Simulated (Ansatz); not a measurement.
A search over several starts for the lowest SCF solution of the cluster Cu3H3⁻ at the given spin, in a small basis.

```yaml
crystal:
  periodic: [false, false, false]
  atoms:
    - {symbol: Cu, position_ang: [0.682071, -0.113475, 0.004988]}
    - {symbol: Cu, position_ang: [2.824058, 1.057739, -0.161090]}
    - {symbol: Cu, position_ang: [-1.758315, -0.359686, 0.363711]}
    - {symbol: H, position_ang: [-3.176434, -0.226364, -0.237068]}
    - {symbol: H, position_ang: [1.780275, 0.206780, -1.109313]}
    - {symbol: H, position_ang: [-0.351654, -0.564984, 1.138772]}
basis:
  gaussian: {orbitals: def2-SVP, initial_orbitals: start.molden}
total_charge: -1
magnetization: {spin_polarized: true, initial_magnetization: 1}
hamiltonian: {xc: pbe0, dispersion: d4}
output: {orbitals: {seedname: orbitals}}
```

The file start.molden holds the orbitals of an earlier run on this structure, at another level or in another basis.

```sh
$ ansatz run in.yaml --threads 4 --pin off --events-out ev --progress --plain --max-ram 3916MiB
```

Output, abridged:

```
Functional definition: PBE0
1200 factors; integrals over basis functions are off by at most 8.8e-4 eV
mean field evaluation 1: about -133932.4187 eV, gradient 5.9e0 eV
mean field evaluation 2: about -133932.6743 eV, gradient 2.7e-1 eV
mean field evaluation 4: about -133932.8280 eV, gradient 6.3e-3 eV
mean field evaluation 8: about -133931.4316 eV, gradient 1.8e1 eV
mean field evaluation 16: about -133932.8278 eV, gradient 2.8e-1 eV
mean field -133932.82803886 eV, -4921.9406474967 hartree, gradient 8.6e-5 eV, S^2 0.753545; 1 other end points of the search recorded, 0 dependent functions left out
reference -133932.82807826 eV, -4921.9406489447 hartree; 46, 45 occupied and 62, 63 virtual orbitals, 1200 factors
Total energy: -133932.95383944 eV, -4921.9452705828 hartree
```

Hardware: 4 threads of Arm Neoverse V2 on a shared host. Wall time 5.5 s.

The highest occupied level of the charge -1 doublet lies above zero (up to 0.12 eV). By energy differences its removal costs 2.08 eV (vertical, to the charge 0 singlet, at LC-ωPBE (ω = 0.30 bohr⁻¹)/def2-TZVPD). The structure comes from a short search, and lower isomers may exist.
